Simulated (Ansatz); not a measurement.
Input and output for `[CH3][Sn]([NH2])([OH])[F]`.

```yaml
crystal:
  periodic: [false, false, false]
  atoms:
    - {symbol: C, position_ang: [-1.301750, 1.145849, -0.475551]}
    - {symbol: Sn, position_ang: [0.205528, -0.112780, 0.301881]}
    - {symbol: N, position_ang: [1.341492, -1.035374, -1.061773]}
    - {symbol: O, position_ang: [-0.444108, -1.530845, 1.475104]}
    - {symbol: F, position_ang: [1.283730, 0.949907, 1.509037]}
    - {symbol: H, position_ang: [-0.883461, 1.787561, -1.250196]}
    - {symbol: H, position_ang: [-1.698712, 1.758354, 0.332561]}
    - {symbol: H, position_ang: [-2.095807, 0.531648, -0.898729]}
    - {symbol: H, position_ang: [1.906288, -0.424065, -1.636181]}
    - {symbol: H, position_ang: [1.940153, -1.747655, -0.664325]}
    - {symbol: H, position_ang: [-0.187955, -1.379699, 2.388771]}
basis:
  gaussian: {orbitals: def2-SVP}
hamiltonian: {xc: {name: PBE-QIDH}}
output: {forces: true}
```

```sh
$ ansatz run in.yaml --threads 4 --pin off --events-out ev --progress --plain --max-ram 10444MiB
```

It prints (some lines left out):

```
Functional definition: PBE-QIDH
1200 factors; integrals over basis functions are off by at most 9.4e-4 eV
mean field evaluation 1: about -13182.4968 eV, gradient 6.1e1 eV
mean field evaluation 2: about -13182.5966 eV, gradient 6.1e1 eV
mean field evaluation 4: about -13189.5399 eV, gradient 3.8e0 eV
mean field evaluation 8: about -13189.5907 eV, gradient 3.6e-1 eV
mean field evaluation 16: about -13189.5910 eV, gradient 2.0e-4 eV
mean field -13189.59102443 eV, -484.7085299219 hartree, gradient 8.9e-7 eV, S^2 0.000000; 0 other end points of the search recorded, 0 dependent functions left out
8 core orbitals not correlated: weight in the atoms' cores, before any rotation towards them, 1.000 or more for the frozen orbitals, at most 0.000 for the correlated occupied ones
reference -13189.59103708 eV, -484.7085303869 hartree; 21, 21 occupied and 83, 83 virtual orbitals, 1200 factors
second order -24.84969852 eV of doubles, -0.00000000 eV of singles
Total energy: -13197.87426992 eV, -485.0129335792 hartree
Atom 0 at    -1.301750     1.145849    -0.475551 Å, force     0.154640    -0.120729     0.064985 eV/Å
Atom 1 at     0.205528    -0.112780     0.301881 Å, force    -0.093539     0.116447    -0.252286 eV/Å
Atom 2 at     1.341492    -1.035374    -1.061773 Å, force     0.003909     0.050910     0.004692 eV/Å
Atom 3 at    -0.444108    -1.530845     1.475104 Å, force    -0.058352    -0.164852     0.274721 eV/Å
Atom 4 at     1.283730     0.949907     1.509037 Å, force     0.098838     0.071235     0.106599 eV/Å
Atom 5 at    -0.883461     1.787561    -1.250196 Å, force     0.031869     0.098457    -0.112752 eV/Å
Atom 6 at    -1.698712     1.758354     0.332561 Å, force    -0.069398     0.101128     0.098220 eV/Å
Atom 7 at    -2.095807     0.531648    -0.898729 Å, force    -0.118182    -0.067879    -0.059678 eV/Å
Atom 8 at     1.906288    -0.424065    -1.636181 Å, force     0.045282     0.020057    -0.075222 eV/Å
Atom 9 at     1.940153    -1.747655    -0.664325 Å, force     0.036302    -0.073213     0.008884 eV/Å
Atom 10 at    -0.187955    -1.379699     2.388771 Å, force    -0.031370    -0.031560    -0.058164 eV/Å
Dipole moment:    -0.036866     0.178432    -0.291169 e Å
```

It took 3.1 s on 4 threads of an Intel Xeon Platinum 8488C on a shared host, with 0.48 GiB of host memory at the peak.
